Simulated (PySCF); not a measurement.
# ECD: `InChI=1S/C8H3F3/c1-3-5-6-7(4-2)8(9,10)11/h1-2,5H`

Molfile (atoms numbered from 1):
```
C8H3F3
     RDKit          3D

 14 13  0  0  0  0  0  0  0  0999 V2000
    3.4903   -0.9987    1.0439 C   0  0  0  0  0  0  0  0  0  0  0  0
    2.5399   -0.9896    0.2913 C   0  0  0  0  0  0  0  0  0  0  0  0
    1.4431   -0.9993   -0.6155 C   0  0  0  0  0  0  0  0  0  0  0  0
    0.3077   -0.3716   -0.4108 C   0  0  0  0  0  0  0  0  0  0  0  0
   -0.8319    0.2591   -0.2146 C   0  0  0  0  0  0  0  0  0  0  0  0
   -1.0642    1.6000   -0.6414 C   0  0  0  0  0  0  0  0  0  0  0  0
   -1.2912    2.7363   -0.9952 C   0  0  0  0  0  0  0  0  0  0  0  0
   -1.9753   -0.4427    0.4986 C   0  0  0  0  0  0  0  0  0  0  0  0
   -1.6487   -1.6857    0.8355 F   0  0  0  0  0  0  0  0  0  0  0  0
   -3.0543   -0.4943   -0.2797 F   0  0  0  0  0  0  0  0  0  0  0  0
   -2.3109    0.2140    1.6077 F   0  0  0  0  0  0  0  0  0  0  0  0
    4.3273   -1.0011    1.7178 H   0  0  0  0  0  0  0  0  0  0  0  0
    1.5569   -1.5733   -1.5469 H   0  0  0  0  0  0  0  0  0  0  0  0
   -1.4905    3.7439   -1.3109 H   0  0  0  0  0  0  0  0  0  0  0  0
  1  2  3  0
  2  3  1  0
  3  4  2  0
  4  5  2  0
  5  6  1  0
  6  7  3  0
  5  8  1  0
  8  9  1  0
  8 10  1  0
  8 11  1  0
  1 12  1  0
  3 13  1  0
  7 14  1  0
M  END
```

Theory: TDDFT CAM-B3LYP/aug-cc-pVDZ circular dichroism and optical rotation, one conformer, gas phase in PySCF. Geometry: PBE0-D3(BJ)/def2-SVP.

No stereocentre is labelled: unless the shape is locked (an allene, a helicene, a hindered biaryl), the mirror image is equally populated and a measured rotation or CD is zero.

Problem. List the lowest 12 singlet excitations with oscillator and rotatory strengths.

Solution. Rotatory strengths R in 10⁻⁴⁰ esu² cm², velocity form and length form (origin at the centre of mass); f in length form.
| state | E (eV) | λ (nm) | f | R (velocity) | R (length) | main |
| --- | --- | --- | --- | --- | --- | --- |
| 1 | 4.90 | 253 | 0.0001 | -1.2 | -1.2 | HOMO→LUMO+1 0.73, HOMO−1→LUMO 0.17 |
| 2 | 5.08 | 244 | 7e-05 | -1.6 | -1.5 | HOMO−1→LUMO 0.72, HOMO→LUMO+1 0.17 |
| 3 | 5.43 | 228 | 0.0006 | -5.0 | -5.0 | HOMO−2→LUMO 0.82, HOMO−3→LUMO 0.09 |
| 4 | 5.56 | 223 | 0.648 | +66.8 | +67.8 | HOMO→LUMO 0.61, HOMO−1→LUMO+1 0.19 |
| 5 | 5.63 | 220 | 0.055 | -26.4 | -26.8 | HOMO−1→LUMO+1 0.58, HOMO→LUMO 0.19 |
| 6 | 5.66 | 219 | 0.007 | +15.3 | +15.4 | HOMO−3→LUMO+1 0.71, HOMO−2→LUMO+1 0.14 |
| 7 | 6.30 | 197 | 0.0004 | +1.4 | +1.4 | HOMO→LUMO+6 0.20, HOMO→LUMO+9 0.13 |
| 8 | 6.34 | 196 | 5e-05 | +0.2 | +0.2 | HOMO−1→LUMO+5 0.21, HOMO−1→LUMO+6 0.16 |
| 9 | 6.76 | 183 | 0.285 | +22.9 | +22.9 | HOMO−2→LUMO+1 0.62, HOMO−3→LUMO+1 0.14 |
| 10 | 6.83 | 181 | 0.010 | -9.6 | -9.5 | HOMO→LUMO+2 0.68, HOMO→LUMO+7 0.09 |
| 11 | 6.91 | 180 | 0.050 | -35.2 | -35.5 | HOMO−1→LUMO+2 0.48, HOMO−3→LUMO 0.15 |
| 12 | 6.97 | 178 | 0.105 | +27.3 | +27.4 | HOMO−3→LUMO 0.47, HOMO−1→LUMO+2 0.19 |

Among the states computed, the strongest CD band (largest |R|) is state 4. The largest dissymmetry factor in size, g = 4R/(D+G), with D and G the electric and magnetic dipole strengths, is -0.15 for state 2 (velocity form, f = 8e-05), among bands with |R| over 0.5. The mirror image has the same energies and oscillator strengths and all R with the opposite sign.
